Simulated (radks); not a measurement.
Problem. The thulium ion Tm3+, configuration [Xe] 4f12 (the NIST ground configuration). Method: Dirac Kohn-Sham, BLYP, spin-unpolarised, spherical densities, point nucleus; open shells fill j = l - 1/2 first; computed with a radial shooting solver on a logarithmic mesh with Libxc functionals. Some entries of the table are withheld. Estimate them.

orbital,occ.,eigenvalue (hartree),<1/r> (bohr^-1),r(max) (bohr)
1s1/2,2,-2177.714,79.12,0.01261
2s1/2,2,-368.2129,(1),0.07206
2p1/2,2,-351.0056,19.03,0.05402
2p3/2,4,-314.9711,16.42,0.06034
3s1/2,2,-83.70846,6.980,0.2035
3p1/2,2,-76.14185,6.895,0.1912
3p3/2,4,-68.53442,6.227,0.2043
3d3/2,4,-55.63154,6.114,0.1611
3d5/2,6,-53.96918,5.952,0.1647
4s1/2,2,-17.47244,2.923,0.4646
4p1/2,2,-14.43015,2.814,0.4663
4p3/2,4,-12.70754,2.582,0.4943
4d3/2,4,-7.70308,2.361,0.4957
4d5/2,6,-7.38899,2.305,0.5048
5s1/2,2,-3.07006,1.107,(2)
5p1/2,2,-2.22308,0.9811,1.174
5p3/2,4,-1.99309,0.9021,1.258
4f5/2,6,-1.32885,1.763,0.4898
4f7/2,6,-1.28208,1.736,0.4951

Solution. 
(1) 2s1/2 <1/r> (bohr^-1): 19.06
(2) 5s1/2 r(max) (bohr): 1.082
